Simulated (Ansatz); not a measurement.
Born–Oppenheimer molecular dynamics of Cl₂H₅N₂OTa (11 atoms, charge 0, multiplicity 1). It starts from a relaxed structure.

These are results of RKS PBE-D4/def2-SVP in Ansatz 0.2.0, not measurements.

```yaml
ensemble: NVE (velocity Verlet)
time_step: 1 fs
steps_asked: 150
starting_velocities_drawn_for: 300 K
masses: H 10 u
seed: 507893
```

First frame:

```xyz
11
Properties=species:S:1:pos:R:3
Ta 0.478 -0.057 0.108
O 2.351 -0.028 -0.253
H 3.247 0.013 0.118
N -0.976 -0.093 1.485
H -1.276 -0.953 1.957
H -1.274 0.736 2.009
N -0.431 -0.013 -1.621
H -1.446 -0.013 -1.765
H 0.071 0.016 -2.516
Cl 0.572 2.257 0.698
Cl 0.590 -2.396 0.570
```

Question: How far do the bonds stretch over the last three quarters of this one trajectory? (Pairs bonded in most of those frames.)

Answer: 
| bond | mean (Å) | spread (Å) | shortest | longest |
| --- | --- | --- | --- | --- |
| Ta1–O2 | 1.909 | 0.021 | 1.86 | 1.95 |
| Ta1–N4 | 2.006 | 0.039 | 1.94 | 2.08 |
| Ta1–N7 | 1.957 | 0.022 | 1.92 | 1.99 |
| Ta1–Cl10 | 2.397 | 0.010 | 2.39 | 2.42 |
| Ta1–Cl11 | 2.390 | 0.042 | 2.32 | 2.44 |
| O2–H3 | 0.977 | 0.037 | 0.92 | 1.03 |
| N4–H5 | 1.029 | 0.021 | 0.99 | 1.07 |
| N4–H6 | 1.027 | 0.014 | 1.00 | 1.06 |
| N7–H8 | 1.028 | 0.020 | 0.99 | 1.06 |
| N7–H9 | 1.028 | 0.013 | 1.00 | 1.05 |

Mean temperature of the second half: 154 K. The conserved energy stayed within 0.24 meV per atom of its start (net change 0.083 meV per atom), so the integration is sound. Over the second half the temperature averaged 0.51 of the 300 K drawn at the start: a run that starts near a minimum puts about half its kinetic energy into the potential. A run of 0.15 ps of so small a system gives no equilibrium averages.

The run took 6.4 min on 4 threads of Intel(R) Xeon(R) Platinum 8259CL CPU @ 2.50GHz (Skylake/Cascade Lake), with other jobs on the host, peak memory 0.25 GiB.
